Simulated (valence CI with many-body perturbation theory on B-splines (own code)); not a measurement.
E1 line list for W LXI

Computed by relativistic CI+MBPT: four valence electrons over a frozen Dirac-Fock core [Ne], radial functions for each j: 11 s, 11 p, 10 d, 8 f, 5 g, 2 h, with the one-electron correlation potential Σ1 (screened to all orders), the two-electron term Σ2, the three-electron term Σ3, Breit, model QED; selected single and double excitations, second order for the rest, scaled by the run's own slope (own B-spline code, finite nucleus).

No measured spectrum was set against this ion. As an estimate, large intervals hold to a few tenths of a per cent, small ones and those within an open d or f shell to about a per cent. Among the levels kept, up to 580 cm⁻¹ of a level comes from second order outside the variational space, and about a tenth of that is noise between levels of different J, which matters for small intervals.

Lines 51 to 100 of 565 in falling wavelength, among levels below 127.52 Ry, chosen from the strongest by gf and those to the six lowest levels. Wavelengths and rates use the calculated energies. Electric multipoles are in the length gauge, E1 and E2 with the static RPA response of the core. Weak lines are less certain than strong ones. Lines between different terms over intervals too small for the method are left out, as are lines whose strength nearly cancels. The highest levels of a list are the least certain.

Levels are named by their leading jj configuration (3d3/2^4 stands for four electrons in 3d with j = 3/2), which in mixed levels can hold well under half, so a name can repeat and another be missing. Letters in brackets count levels of one name in rising energy.

| λ vac (Å) | Upper | Lower | A (s⁻¹) | log gf | Branch % |
| --- | --- | --- | --- | --- | --- |
| 65.84 | (3s^2 3p3/2^2) J=0 | (3s 3p1/2^2 3p3/2) J=1 | 4.05e+08 | -3.58 | 44.2 |
| 65.82 | (3p1/2^2 3p3/2 3d5/2) J=2 | (3s 3p1/2 3p3/2 3d5/2) J=3 [b] | 3.01e+10 | -1.01 | 3.1 |
| 65.77 | (3s 3p1/2 3p3/2^2) J=2 [b] | (3s^2 3p3/2^2) J=2 | 2.52e+10 | -1.09 | 1.7 |
| 65.19 | (3p1/2 3p3/2^3) J=1 | (3s 3p3/2^3) J=2 | 4.80e+10 | -1.04 | 1.1 |
| 64.74 | (3p1/2^2 3p3/2 3d5/2) J=3 | (3s 3p1/2 3p3/2 3d5/2) J=4 [c] | 2.25e+10 | -1.01 | 2.1 |
| 64.62 | (3p1/2^2 3d5/2^2) J=2 | (3s 3p1/2 3d5/2^2) J=3 [a] | 7.85e+10 | -0.61 | 12.8 |
| 63.88 | (3s 3p1/2 3p3/2 3d5/2) J=3 [c] | (3s^2 3p3/2 3d5/2) J=4 | 3.20e+10 | -0.86 | 1.7 |
| 63.66 | (3p1/2 3p3/2^2 3d5/2) J=3 | (3s 3p3/2^2 3d5/2) J=4 [a] | 4.96e+10 | -0.68 | 1.7 |
| 63.57 | (3p1/2^2 3d3/2 3d5/2) J=4 | (3s 3p1/2 3d3/2 3d5/2) J=4 [b] | 2.53e+10 | -0.86 | 6.0 |
| 63.53 | (3p1/2^2 3d5/2^2) J=4 | (3s 3p1/2 3d5/2^2) J=5 | 7.36e+10 | -0.40 | 13.7 |
| 63.41 | (3s^2 3p3/2^2) J=2 | (3s 3p1/2^2 3p3/2) J=2 | 1.20e+08 | -3.44 | 15.8 |
| 63.15 | (3s 3p1/2^2 3p3/2) J=1 | (3s^2 3p1/2 3p3/2) J=1 | 1.46e+10 | -1.58 | 1.8 |
| 63.02 | (3s 3p1/2^2 3d3/2) J=1 | (3s 3p1/2^2 3p3/2) J=1 | 1.54e+10 | -1.56 | 27.4 |
| 62.95 | (3s 3p1/2 3p3/2 3d3/2) J=2 [e] | (3s^2 3p3/2 3d3/2) J=3 | 3.46e+10 | -0.99 | 0.8 |
| 62.93 | (3s 3p1/2 3p3/2 3d5/2) J=4 [c] | (3s^2 3p3/2 3d5/2) J=4 | 1.97e+10 | -0.98 | 1.5 |
| 62.87 | (3p1/2 3p3/2^2 3d5/2) J=4 [a] | (3s 3p3/2^2 3d5/2) J=5 | 4.61e+10 | -0.61 | 2.0 |
| 62.74 | (3p1/2^2 3d3/2 3d5/2) J=4 | (3s 3p1/2 3d3/2 3d5/2) J=5 | 7.60e+10 | -0.39 | 18.1 |
| 62.06 | (3p1/2 3p3/2^2 3d3/2) J=2 [b] | (3s 3p3/2^2 3d3/2) J=3 [a] | 3.19e+10 | -1.04 | 0.8 |
| 62.03 | (3p1/2^2 3d3/2 3d5/2) J=3 | (3s 3p1/2 3d3/2 3d5/2) J=2 [a] | 1.81e+10 | -1.14 | 4.5 |
| 61.85 | (3p1/2 3p3/2^2 3d5/2) J=4 [b] | (3s 3p3/2^2 3d5/2) J=4 [a] | 3.40e+10 | -0.76 | 1.2 |
| 61.75 | (3p1/2^2 3p3/2 3d5/2) J=4 | (3s 3p1/2 3p3/2 3d5/2) J=5 | 6.86e+10 | -0.45 | 7.7 |
| 61.65 | (3p1/2 3p3/2^2 3d3/2) J=3 [b] | (3s 3p3/2^2 3d3/2) J=4 | 6.12e+10 | -0.61 | 1.5 |
| 61.63 | (3p1/2^2 3d3/2 3d5/2) J=3 | (3s 3p1/2 3d3/2 3d5/2) J=4 [a] | 6.63e+10 | -0.58 | 16.6 |
| 61.34 | (3p1/2 3p3/2^2 3d5/2) J=5 | (3s 3p3/2^2 3d5/2) J=5 | 3.46e+10 | -0.67 | 2.6 |
| 61.31 | (3p1/2^2 3p3/2 3d3/2) J=2 | (3s 3p1/2 3p3/2 3d3/2) J=3 [a] | 4.76e+10 | -0.87 | 11.8 |
| 61.13 | (3p1/2^2 3p3/2 3d3/2) J=3 | (3s 3p1/2 3p3/2 3d3/2) J=4 | 8.42e+10 | -0.48 | 7.3 |
| 60.88 | (3p1/2^2 3d3/2^2) J=2 | (3s 3p1/2 3d3/2^2) J=2 [a] | 3.88e+10 | -0.97 | 6.5 |
| 60.74 | (3s 3p1/2^2 3d3/2) J=2 | (3s 3p1/2^2 3p3/2) J=1 | 6.87e+09 | -1.72 | 12.5 |
| 60.46 | (3s 3p1/2 3p3/2 3d3/2) J=2 [b] | (3s 3p1/2 3p3/2^2) J=3 | 6.37e+10 | -0.76 | 5.4 |
| 60.16 | (3p1/2^2 3p3/2 3d5/2) J=3 | (3s 3p1/2 3p3/2 3d5/2) J=4 [b] | 3.21e+10 | -0.91 | 2.9 |
| 59.32 | (3p1/2^2 3d5/2^2) J=4 | (3s 3p1/2 3d5/2^2) J=4 [a] | 1.46e+10 | -1.16 | 2.7 |
| 58.79 | (3s^2 3p1/2 3d3/2) J=2 | (3s^2 3p1/2 3p3/2) J=2 | 9.83e+09 | -1.59 | 96.8 |
| 58.58 | (3p1/2^2 3d3/2^2) J=2 | (3p1/2^2 3p3/2 3d3/2) J=3 | 3.36e+10 | -1.06 | 5.7 |
| 57.29 | (3p1/2^2 3p3/2 3d3/2) J=1 | (3s 3p1/2 3p3/2 3d3/2) J=2 [b] | 7.86e+10 | -0.94 | 6.5 |
| 56.30 | (3s^2 3p1/2 3d3/2) J=2 | (3s^2 3p1/2 3p3/2) J=1 | 3.25e+08 | -3.11 | 3.2 |
| 55.43 | (3p1/2^2 3p3/2 3d5/2) J=4 | (3s 3p1/2 3p3/2 3d5/2) J=4 [a] | 3.52e+10 | -0.84 | 3.9 |
| 55.25 | (3s 3p1/2^2 3d3/2) J=1 | (3s 3p1/2^2 3p3/2) J=2 | 5.61e+09 | -2.11 | 10.0 |
| 54.71 | (3s 3p1/2 3d3/2 3d5/2) J=4 [b] | (3s 3p1/2 3p3/2 3d5/2) J=4 [b] | 2.18e+10 | -1.06 | 4.3 |
| 53.49 | (3s 3p1/2^2 3d3/2) J=2 | (3s 3p1/2^2 3p3/2) J=2 | 1.36e+10 | -1.53 | 24.8 |
| 51.04 | (3p1/2^2 3d3/2 3d5/2) J=4 | (3p1/2^2 3p3/2 3d5/2) J=4 | 3.34e+10 | -0.93 | 7.9 |
| 50.38 | (3s 3p1/2 3d3/2 3d5/2) J=5 | (3s 3p1/2 3p3/2 3d5/2) J=5 | 2.17e+10 | -1.04 | 7.2 |
| 48.68 | (3s^2 3p1/2 3d3/2) J=1 | (3s^2 3p1/2 3p3/2) J=2 | 5.28e+09 | -2.25 | 0.1 |
| 46.96 | (3s^2 3p1/2 3d3/2) J=1 | (3s^2 3p1/2 3p3/2) J=1 | 2.79e+09 | -2.56 | 0.1 |
| 46.16 | (3s 3p1/2^2 3d5/2) J=3 | (3s^2 3p1/2 3d3/2) J=2 | 4.54e+08 | -2.99 | 0.2 |
| 43.88 | (3s 3p1/2^2 3d5/2) J=2 | (3s^2 3p1/2 3d3/2) J=2 | 6.76e+08 | -3.01 | 0.2 |
| 43.56 | (3s 3p1/2 3d5/2^2) J=4 [a] | (3s 3p1/2 3p3/2 3d5/2) J=3 [c] | 4.08e+10 | -0.98 | 5.8 |
| 42.72 | (3s 3p1/2 3d5/2^2) J=3 [b] | (3s 3p1/2 3p3/2 3d5/2) J=2 [d] | 2.02e+11 | -0.41 | 21.0 |
| 42.57 | (3s 3p1/2 3d5/2^2) J=3 [a] | (3s 3p1/2 3p3/2 3d5/2) J=2 [c] | 6.02e+10 | -0.94 | 10.1 |
| 42.18 | (3s 3p1/2 3d3/2 3d5/2) J=3 [b] | (3s 3p1/2 3p3/2 3d3/2) J=3 [c] | 5.26e+10 | -1.01 | 9.2 |
| 42.07 | (3s 3p1/2 3d5/2^2) J=4 [b] | (3s 3p1/2 3p3/2 3d5/2) J=3 [d] | 2.53e+11 | -0.22 | 42.5 |
